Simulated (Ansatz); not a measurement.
Mn(NH2)2 (MnN2H4). Charge 0, multiplicity 6. Geometry r2SCAN-D4/def2-TZVP, basis def2-TZVP, Ansatz.

```xyz
7

Mn   -0.002    0.001   -0.003
N    -0.619   -1.771   -0.165
H    -1.586   -2.063   -0.211
H    -0.042   -2.600   -0.223
N     0.618    1.772    0.165
H     0.832    2.403   -0.595
H     0.799    2.258    1.033
```

| run | HOMO (eV) | LUMO (eV) |
| --- | --- | --- |
| A | -8.83 | 0.49 |
| B | -4.43 | -2.64 |
| C | -5.59 | -1.90 |
| D | -8.38 | -0.64 |
| E | -4.49 | -2.78 |
| F | -9.33 | 1.28 |

LC-ωPBE has ω = 0.4 bohr⁻¹. HSE06 is defined as in plane-wave codes, on full-range PBE exchange.

HOMO and LUMO are taken over both spins.

The runs used HF, HSE06, LC-ωPBE, PBE, revPBE, ωB97M-V. Estimate which is which.

A LC-ωPBE (range-separated); B revPBE (0 % exact exchange); C HSE06 (range-separated); D ωB97M-V (range-separated); E PBE (0 % exact exchange); F HF (100 % exact exchange). Exact exchange lowers occupied and raises empty levels; among semilocal functionals meta-GGAs tend to open the gap a little, and such runs are hard to tell apart. The gap grows from 1.72 eV (PBE) to 10.60 eV (HF).
